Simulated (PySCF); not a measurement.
1-fluorocyclopentene (C5H7F), SMILES FC1CCCC=1.

Coordinates come from a ωB97X-D3(BJ)/def2-SVP optimisation. The values are those of a single conformer.

Computed with TDA-ωB97X/def2-SVPD (PySCF).

Vertical excitations. Isolated molecule, no solvent.

Computed UV-visible absorptions:
| state | energy (eV) | λ (nm) | f | main pairs |
|---|---|---|---|---|
| S1 | 7.14 | 174 | 0.008 | HOMO→LUMO 79 % |
| S2 | 7.52 | 165 | 0.347 | HOMO→LUMO+1 92 % |
| S3 | 7.78 | 159 | 0.010 | HOMO→LUMO+2 67 %, HOMO→LUMO 11 % |
| S4 | 8.32 | 149 | 0.010 | HOMO→LUMO+3 67 %, HOMO→LUMO+5 16 % |
| S5 | 8.69 | 143 | 0.051 | HOMO→LUMO+4 59 %, HOMO→LUMO+5 17 %, HOMO→LUMO+3 11 % |
| S6 | 8.78 | 141 | 0.009 | HOMO−1→LUMO+1 52 %, HOMO→LUMO+5 10 %, HOMO→LUMO+4 9 %, HOMO−2→LUMO+1 8 % |
| S7 | 8.88 | 140 | 0.029 | HOMO→LUMO+5 29 %, HOMO−1→LUMO+1 21 %, HOMO→LUMO+4 18 %, HOMO→LUMO+3 6 % |
| S8 | 9.22 | 134 | 0.022 | HOMO→LUMO+6 75 % |
| S9 | 9.53 | 130 | 0.004 | HOMO−4→LUMO+1 60 %, HOMO−3→LUMO+1 29 % |
| S10 | 9.78 | 127 | 0.015 | HOMO→LUMO+7 51 %, HOMO−2→LUMO 14 %, HOMO−1→LUMO 13 % |
| T1 | 4.41 | 281 | 0 | HOMO→LUMO+1 90 % |
| T2 | 7.15 | 173 | 0 | HOMO→LUMO 74 %, HOMO→LUMO+2 14 % |
| T3 | 7.60 | 163 | 0 | HOMO→LUMO+2 56 %, HOMO→LUMO 16 %, HOMO→LUMO+5 9 % |
| T4 | 8.27 | 150 | 0 | HOMO→LUMO+3 58 %, HOMO→LUMO+5 22 % |
Triplets are in the Tamm–Dancoff approximation.
